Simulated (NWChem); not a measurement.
# Correlation energy of Se (+1)

```xyz
1

Se     0.0000     0.0000     0.0000
```
Charge +1, spin multiplicity 4.

Program: NWChem.

Basis set: def2-TZVP. Each correlation energy counts from its own Hartree-Fock reference.

The Hamiltonian is non-relativistic. The correlated methods keep 9 core orbitals frozen. The stability of the SCF solutions was not checked. Open-shell Hartree-Fock references start from PBE0 orbitals. Coupled-cluster values serve here as a point of comparison, not as the truth.

Question: Order these methods by the correlation energy they give, lowest first: UMP2, CCSD[T] on ROHF, CCSD on UHF, CCSD on ROHF, CCSD(T) on UHF.

Answer: CCSD[T] on ROHF (-201.7 mHa), CCSD(T) on UHF (-200.1 mHa), CCSD on ROHF (-195.8 mHa), CCSD on UHF (-194.8 mHa), UMP2 (-187.1 mHa)
